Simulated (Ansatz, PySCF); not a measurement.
Noncovalent pair: H4SeSi (SMILES [SiH3][SeH]) (first 6 atoms) with HF (SMILES F); geometry from B3LYP-D3(BJ)/def2-TZVP, rigid monomers moved along the line of their centres of mass till Se2···H8 is 2.71 Å.
(charge 0, multiplicity 1):
```tsv
atom	x (Å)	y (Å)	z (Å)
Si	0.6140	-1.3546	0.8601
Se	-0.4734	0.6838	0.9874
H	0.0502	-2.1599	-0.2427
H	2.0175	-0.9959	0.5795
H	0.4886	-2.0777	2.1396
H	-1.7522	0.0804	1.3975
F	0.9636	0.7896	4.3171
H	0.5126	0.8991	3.4999
```

Interaction energies are E(AB) − E(A) − E(B) at the monomers' geometry in the complex; basis-set methods are counterpoise corrected.

Frozen-core correlation. Filled d and f shells under p-block atoms count as core. CBS(a, b) extrapolates the correlation energy as X⁻³ and adds the Hartree–Fock energy of set b.

Codes used: Ansatz (Gaussian orbitals); PySCF for the dispersion terms. Values without a source in brackets are computed.

PBE/def2-TZVPPD gives -4.91 kcal/mol for the interaction energy.

Q: Where do these levels fall relative to PBE: PBE-D3(BJ)/def2-TZVPPD, r2SCAN/def2-TZVPPD, PBE0/def2-TZVPPD, wB97M-V/def2-TZVPPD, MP2/CBS(def2-SVPD, def2-TZVPPD), CCSD(T)/CBS(def2-SVPD, def2-TZVPPD).

A: PBE-D3(BJ)/def2-TZVPPD -0.68; r2SCAN/def2-TZVPPD 0.02; PBE0/def2-TZVPPD 0.25; wB97M-V/def2-TZVPPD 0.15; MP2/CBS(def2-SVPD, def2-TZVPPD) 0.51; CCSD(T)/CBS(def2-SVPD, def2-TZVPPD) 0.57 kcal/mol. 5 of 6 lie above PBE; the widest gap is to PBE-D3(BJ)/def2-TZVPPD.

Ansatz is an electronic-structure program.
